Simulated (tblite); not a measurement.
BaCl2 (SMILES [Cl][Ba][Cl]), singlet, at a GFN2-xTB geometry (such geometries of metal compounds can be far from the true shape); GFN1-xTB run with tblite.

Input for tblite:
```
$ tblite run mol.xyz --method gfn1 --charge 0 --spin 0 --grad --json tblite.json --no-restart

# file mol.xyz
3

Ba     0.29970232     0.35674088     0.39460706
Cl     0.97266002    -0.25073526    -2.06809506
Cl    -1.95991471    -0.92441117     0.76821298
```

It wrote (shortened):

```
xTB calculator
 | screened Coulomb repulsion
 | Coulomb electrostatics
 |  * isotropic Klopman-Ohno-Mataga-Nishimoto electrostatics
 |  * onsite third-order electrostatics
 | DFT-D3(BJ) dispersion correction

halogen bonding energy    0.0000000000000E+00 Eh
repulsion energy          1.1962242194841E-02 Eh
dispersion energy        -8.3594401018586E-04 Eh
number of electrons       1.6000000000000E+01 e
integral cutoff           4.0000000000000E+01 bohr

------------------------------------------------------------
  cycle        total energy    energy error   density error
------------------------------------------------------------
      1     -9.011097342980  -9.0222236E+00   7.6167295E-01
      2     -9.140739548374  -1.2964221E-01   4.0174750E-01
      3     -9.016107253817   1.2463229E-01   3.8912179E-01
      4     -90.90267128599  -8.1886564E+01   4.4775744E+00
      5     -60.85817132343   3.0044500E+01   3.9783648E+00
      6     -90.50300538035  -2.9644834E+01   4.4616616E+00
      7     -87.00648442863   3.4965210E+00   4.3920256E+00
      8     -9.153356873509   7.7853128E+01   1.2473882E+00
      9     -9.006664774985   1.4669210E-01   5.1969521E-01
     10     -9.039485200976  -3.2820426E-02   6.5245250E-01
     11     -9.140495402759  -1.0101020E-01   5.4115036E-01
     12     -9.173237498756  -3.2742096E-02   1.4081057E-01
     13     -9.169884776052   3.3527227E-03   5.2672295E-02
     14     -9.172640967602  -2.7561916E-03   3.1819239E-02
     15     -9.172342855755   2.9811185E-04   3.2102156E-02
     16     -9.172821474682  -4.7861893E-04   2.6936780E-02
     17     -9.173135620040  -3.1414536E-04   2.1155902E-02
     18     -9.173605986308  -4.7036627E-04   9.4655814E-03
     19     -9.173702551642  -9.6565334E-05   3.2588656E-03
     20     -9.173714890945  -1.2339303E-05   8.7141697E-04
     21     -9.173715811696  -9.2075113E-07   8.3186700E-06
------------------------------------------------------------

electronic energy        -9.1848421098805E+00 Eh
total energy             -9.1737158116959E+00 Eh

Post processing:
 | Mayer-Wiberg bond orders

[Info] Tight-binding results written to 'tblite.txt'
[Info] JSON dump of results written to 'tblite.json'
```
